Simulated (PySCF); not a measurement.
# Working out the excitation energy of Kr²⁺

Kr²⁺ [Ar] 3d10 4s2 4p4 (3P) → Kr²⁺ [Ar] 3d10 4s1 4p5 (3P). Computed with PySCF 2.14 in x2c-TZVPPall (6s5p4d1f, 48 functions), with the spin-free X2C one-electron Hamiltonian (Gaussian nucleus). Frozen: [Ne]. Energies in hartree (1 hartree = 27.21139 eV):

```tsv
part	Kr²⁺ (lower)	Kr²⁺ (upper)
UHF	-2786.844918	-2786.230399
CCSD correlation	-0.288609	-0.364773
(T)	-0.006266	-0.021507
```

What does Hartree-Fock give?

(-2786.230399) − (-2786.844918) = 0.614519 hartree = 16.722 eV.

What do CCSD and CCSD(T) give?

The CCSD correlation energies differ by -0.076164 hartree = -2.073 eV and the triples by -0.015241 hartree = -0.415 eV, so CCSD gives 14.649 eV and CCSD(T) 14.234 eV.

The coupled-cluster amplitudes are large, so a single reference is strained.
